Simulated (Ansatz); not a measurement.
One change: `C[O][Ge]([F])([Cl])[SeH]` becomes `C[O][GeH]([F])[Cl]`.

Ansatz, PBE0-D4/def2-TZVP geometries, multiplicity 1. Each molecule was computed in one conformer, which needn't be the lowest.

Scalar relativity is left out up to krypton.

```json
{"property": "size of the dipole moment (PBE/def2-TZVPP) / D", "`C[O][Ge]([F])([Cl])[SeH]`": "1.52"}
{"property": "HOMO energy (PBE/def2-TZVPP) / eV", "`C[O][Ge]([F])([Cl])[SeH]`": "-6.63"}
{"property": "size of the dipole moment (B3LYP/def2-TZVPP) / D", "`C[O][Ge]([F])([Cl])[SeH]`": "1.52"}
{"property": "size of the dipole moment (ωB97M-V/def2-TZVPP) / D", "`C[O][Ge]([F])([Cl])[SeH]`": "1.50"}
{"property": "HOMO–LUMO gap (PBE0/def2-TZVPP) / eV", "`C[O][Ge]([F])([Cl])[SeH]`": "6.55"}
{"property": "LUMO energy (ωB97M-V/def2-TZVPP) / eV", "`C[O][Ge]([F])([Cl])[SeH]`": "0.69"}
```

Task: What does the change do to each property? (Best estimate.)

Result: The calculation gave: 
| property | `C[O][GeH]([F])[Cl]` | shift |
| --- | --- | --- |
| size of the dipole moment (PBE/def2-TZVPP) / D | 2.64 | 1.12 |
| HOMO energy (PBE/def2-TZVPP) / eV | -7.08 | -0.45 |
| size of the dipole moment (B3LYP/def2-TZVPP) / D | 2.80 | 1.28 |
| size of the dipole moment (ωB97M-V/def2-TZVPP) / D | 2.79 | 1.29 |
| HOMO–LUMO gap (PBE0/def2-TZVPP) / eV | 8.38 | 1.83 |
| LUMO energy (ωB97M-V/def2-TZVPP) / eV | 1.73 | 1.04 |

With PBE0 the HOMO falls by 0.84 eV and the LUMO rises by 1.00 eV, so the gap widens by about 1.84 eV. PBE moves the HOMO by -0.45 eV and ωB97M-V by -1.03 eV. Dipoles are sizes alone; their direction can turn.

B3LYP here is the variant with VWN-RPA as its local correlation; programs differ in this.

Spin–orbit coupling is left out; it splits and shifts lone-pair levels of the heavy atoms by tenths of an eV.
